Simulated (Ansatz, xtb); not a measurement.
# Relative energy of two isomers of C3H11GeN

Structure a: `CC[C@@H](N)[GeH3]`, a singlet. Structure b: `C[C@@H](N)[CH2][GeH3]`, a singlet. Both are isolated molecules in the gas phase, relaxed with B3LYP-D3(BJ)/def2-SVP, each in the lowest conformer that the search found.

Q: Estimate which is lower in electronic energy at CCSD(T)/def2-SVP + ΔMP2/def2-TZVPP, and by roughly how much.

A: The CCSD(T)/def2-SVP + ΔMP2/def2-TZVPP calculation puts structure b lower, by 4.0 kcal/mol.

Level by level:

```
                             level               geometry  E(b) − E(a) (kcal/mol)  departure from the last row (kcal/mol)  job, with rough time for the two
                          GFN2-xTB               GFN2-xTB                      −2.1                                    +1.8              optimisation, 0.15 s
                         HF/STO-3G               GFN2-xTB                      −3.7                                    +0.2              single point, 0.44 s
                r2SCAN-D4/def2-SVP               GFN2-xTB                      −3.3                                    +0.7               single point, 3.5 s
             B3LYP-D3(BJ)/def2-SVP  B3LYP-D3(BJ)/def2-SVP                      −2.5                                    +1.4                optimisation, 41 s
                       HF/def2-SVP  B3LYP-D3(BJ)/def2-SVP                      −3.3                                    +0.7           part of the CCSD(T) run
                      MP2/def2-SVP  B3LYP-D3(BJ)/def2-SVP                      −3.4                                    +0.6           part of the CCSD(T) run
                  CCSD(T)/def2-SVP  B3LYP-D3(BJ)/def2-SVP                      −3.3                                    +0.7                      single point
CCSD(T)/def2-SVP + ΔMP2/def2-TZVPP  B3LYP-D3(BJ)/def2-SVP                      −4.0                                                        single point, 50 s
```

As drawn, both hold the same kinds of bond in the same numbers.

The levels shown agree on the order. The largest departure from CCSD(T)/def2-SVP + ΔMP2/def2-TZVPP is that of GFN2-xTB, 1.8 kcal/mol. The last row adds to CCSD(T) the change of the MP2 difference between the two basis sets, here −0.7 kcal/mol.

With thermal terms from frequencies at re-optimised GFN2-xTB minima (ideal gas, soft modes damped towards free rotors, one conformer each, 298.15 K, 1 atm): the zero-point term adds −0.1 kcal/mol; ΔH is −4.2 and ΔG −3.9 kcal/mol.

The correlated steps freeze 13 core orbitals; the filled d shell of Ge is correlated, in a basis made for valence electrons. Run with Ansatz 0.2.0, xtb 6.7.1; the last row on 2 threads of Intel(R) Xeon(R) 6975P-C (Granite Rapids) on a shared host.
